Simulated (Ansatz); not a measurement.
**Question.** Name a neutral molecule of C, F, Ge and H with LUMO energy (B3LYP/def2-TZVPP) between -0.75 and -0.45 eV and HOMO energy (PBE/def2-TZVPP) between -6.80 and -6.50 eV (Ansatz, PBE0-D4/def2-TZVP geometry).

**Answer.** `FC1=C[C]1(F)[GeH3]` (-0.47 eV, -6.75 eV); `F[C]1=[CH][GeH2]1` (-0.56 eV, -6.55 eV); `C=[CH][GeH2][CH2]F` (-0.63 eV, -6.61 eV); `C=[C](C)[GeH2][F]` (-0.51 eV, -6.66 eV). Other molecules can fit too; these were computed, each in one conformer that needn't be the lowest.

B3LYP here is the variant with VWN-RPA as its local correlation; programs differ in this.
